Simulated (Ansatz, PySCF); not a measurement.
Spin states of O3W (SMILES [O]=[W](=[O])=[O]), each relaxed with B3LYP-D3(BJ)/def2-TZVP.
State 1 (charge 0, multiplicity 1):
```xyz
4

W      0.1938     0.3447     0.2524
O      1.3391    -0.4653    -0.7568
O     -0.5837    -0.8536     1.2250
O     -1.0073     1.0411    -0.7765
```
State 2 (charge 0, multiplicity 3):
```xyz
4

W      0.133     0.194     0.163
O      1.448    -0.479    -0.718
O     -0.535    -0.880     1.329
O     -1.104     1.232    -0.831
```

Singlets are restricted, other states unrestricted; no spin–orbit coupling, no relativity up to Kr; see below for the cores. The largest T1 diagnostic is 0.036.

Correlated levels freeze the inner cores; with def2 sets outer-core shells near the valence are correlated too.

Codes used: Ansatz (a first-principles code) with Gaussian orbitals; PySCF for the dispersion terms.  In def2 rows elements past Kr take small-core potentials, without spin–orbit coupling.

```json
[
 {"level": "PBE/def2-TZVPP", "energy of the multiplicity-3 state less that of the multiplicity-1 state (kJ/mol)": "175.2"},
 {"level": "PBE-D3(BJ)/def2-TZVPP", "energy of the multiplicity-3 state less that of the multiplicity-1 state (kJ/mol)": "175.4"},
 {"level": "r2SCAN/def2-TZVPP", "energy of the multiplicity-3 state less that of the multiplicity-1 state (kJ/mol)": "151.0"},
 {"level": "r2SCANh/def2-TZVPP", "energy of the multiplicity-3 state less that of the multiplicity-1 state (kJ/mol)": "140.9"},
 {"level": "B3LYP-D3(BJ)/def2-TZVPP", "energy of the multiplicity-3 state less that of the multiplicity-1 state (kJ/mol)": "149.8"},
 {"level": "B3LYP-D4/def2-TZVPP", "energy of the multiplicity-3 state less that of the multiplicity-1 state (kJ/mol)": "150.0"},
 {"level": "BHLYP-D4/def2-TZVPP", "energy of the multiplicity-3 state less that of the multiplicity-1 state (kJ/mol)": "…"},
 {"level": "CAM-B3LYP-D3(BJ)/def2-TZVPP", "energy of the multiplicity-3 state less that of the multiplicity-1 state (kJ/mol)": "139.4"},
 {"level": "CCSD(T)/def2-TZVPP", "energy of the multiplicity-3 state less that of the multiplicity-1 state (kJ/mol)": "…"}
]
```

Task: What belongs in the gaps?

Result: 
- BHLYP-D4/def2-TZVPP, energy of the multiplicity-3 state less that of the multiplicity-1 state (kJ/mol): 101.6
- CCSD(T)/def2-TZVPP, energy of the multiplicity-3 state less that of the multiplicity-1 state (kJ/mol): 168.8

Doubts at one or more of the structures used: a restricted determinant that unrestricted orbitals would lower (CCSD(T)/def2-TZVPP).
